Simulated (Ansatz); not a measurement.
The inner images of a band of BrCl$_{3}$H$_{3}$HfN (9 atoms, charge 0, multiplicity 1) are given out of order.

Computed with Ansatz, RKS PBE/def2-SVP.

Initial state:

```xyz
9
Properties=species:S:1:pos:R:3
Hf -0.004 -0.026 -0.006
Cl 0.072 -0.395 2.367
Cl 2.070 -0.299 -1.105
Cl -1.515 1.669 -0.658
N -0.971 -1.645 -0.679
H -1.991 -1.738 -0.759
H -0.528 -2.524 -0.973
Br 1.642 2.665 1.330
H 1.245 1.771 2.399
```

Final state:

```xyz
9
Properties=species:S:1:pos:R:3
Hf 0.387 0.444 -0.730
Cl -1.158 0.185 2.832
Cl 1.548 0.100 -2.739
Cl -1.406 1.955 -0.978
N -0.317 -1.349 -0.190
H -0.920 -1.455 0.639
H -0.147 -2.265 -0.619
Br 1.965 1.256 1.097
H 0.065 0.606 2.604
```

Question: Put them in order from the first end to the last, with their energies above the first end.
A.
```xyz
9
Properties=species:S:1:pos:R:3
Hf -0.014 0.400 -0.152
Cl -0.909 0.622 2.236
Cl 1.649 0.417 -1.837
Cl -1.688 1.760 -1.108
N -0.542 -1.523 -0.319
H -1.301 -1.966 0.214
H -0.194 -2.174 -1.032
Br 2.199 1.036 1.572
H 0.819 0.904 2.341
```
B.
```xyz
9
Properties=species:S:1:pos:R:3
Hf 0.304 0.436 -0.490
Cl -1.104 0.427 2.433
Cl 1.446 0.189 -2.519
Cl -1.428 2.003 -0.870
N -0.356 -1.441 -0.202
H -0.985 -1.736 0.554
H -0.139 -2.244 -0.804
Br 2.110 1.125 1.202
H 0.170 0.718 2.611
```
C.
```xyz
9
Properties=species:S:1:pos:R:3
Hf -0.039 0.030 -0.030
Cl -0.354 -0.231 2.334
Cl 1.958 -0.173 -1.291
Cl -1.456 1.733 -0.862
N -0.887 -1.692 -0.603
H -1.683 -2.145 -0.140
H -0.614 -2.237 -1.429
Br 1.887 2.313 1.371
H 1.206 1.880 2.567
```
D.
```xyz
9
Properties=species:S:1:pos:R:3
Hf 0.190 0.419 -0.285
Cl -0.959 0.589 2.337
Cl 1.562 0.289 -2.179
Cl -1.566 1.859 -0.952
N -0.440 -1.490 -0.237
H -1.186 -1.892 0.342
H -0.126 -2.197 -0.913
Br 2.152 1.059 1.381
H 0.392 0.840 2.423
```
E.
```xyz
9
Properties=species:S:1:pos:R:3
Hf -0.081 0.232 -0.090
Cl -0.753 0.168 2.258
Cl 1.776 0.151 -1.578
Cl -1.621 1.733 -1.059
N -0.713 -1.630 -0.464
H -1.440 -2.113 0.077
H -0.407 -2.221 -1.244
Br 2.123 1.743 1.496
H 1.134 1.413 2.520
```

Answer: C (+0.025 eV), E (+0.138 eV), A (+0.191 eV), D (+0.092 eV), B (+0.038 eV).

The run took 6.4 min on 4 threads of Arm Neoverse V2, with other jobs on the host, peak memory 0.27 GiB.
